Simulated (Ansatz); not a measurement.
Basis sets compared for Ge(vinyl)(OEt)3 (C8H18GeO3). The state is a singlet with charge 0. Geometry r2SCAN-D4/def2-SVP. Ansatz on 4 threads of Arm Neoverse V2 on a shared host; times are rough, and most runs start from earlier orbitals.

```xyz
30

Ge    0.8640   -0.1917   -0.2558
C     2.1723   -1.5419    0.1279
C     1.9029   -2.8425   -0.0497
H     3.1525   -1.2249    0.5058
H     0.9323   -3.1737   -0.4352
H     2.6441   -3.6195    0.1746
O     1.5029    1.0756   -1.3039
C     1.3228    2.4641   -1.0428
C    -0.0735    2.9439   -1.3891
H     1.5455    2.6940    0.0156
H     2.0718    2.9878   -1.6623
H    -0.1520    4.0360   -1.2612
H    -0.3205    2.6989   -2.4344
H    -0.8173    2.4716   -0.7278
O     0.2238    0.7148    1.1393
C    -0.4140    0.0140    2.2004
C     0.5525   -0.2798    3.3325
H    -1.2397    0.6544    2.5609
H    -0.8769   -0.9254    1.8339
H     0.0336   -0.7576    4.1794
H     1.3557   -0.9560    2.9979
H     1.0157    0.6534    3.6895
O    -0.4815   -1.0899   -0.9878
C    -1.6934   -0.4409   -1.3453
C    -2.7149   -1.4934   -1.7188
H    -2.0685    0.1767   -0.5038
H    -1.5215    0.2462   -2.1973
H    -3.6670   -1.0267   -2.0170
H    -2.3457   -2.1025   -2.5583
H    -2.9058   -2.1652   -0.8672
```

Binding counts from free atoms (Ge triplet, C triplet, H doublet, O triplet) in the same basis, without a counterpoise term.

```tsv
level	functions	energy (Eh)	HOMO (eV)	LUMO (eV)	binding per atom (eV)	wall time
PBE-D4/def2-SVP	276	-2616.7626	-6.01	-1.52	4.26	5 s
PBE0-D4/def2-SVP	276	-2616.8731	-7.62	-0.51	4.18	11 s
```

(1) Estimate the rows for PBE-D4/def2-TZVP, PBE0-D4/def2-TZVP.

Results:

(1) 
```csv
level,functions,energy (Eh),HOMO (eV),LUMO (eV),binding per atom (eV),wall time
PBE-D4/def2-TZVP,497,-2617.6410,-6.16,-1.69,4.22,11 s
PBE0-D4/def2-TZVP,497,-2617.7422,-7.70,-0.67,4.14,26 s
```
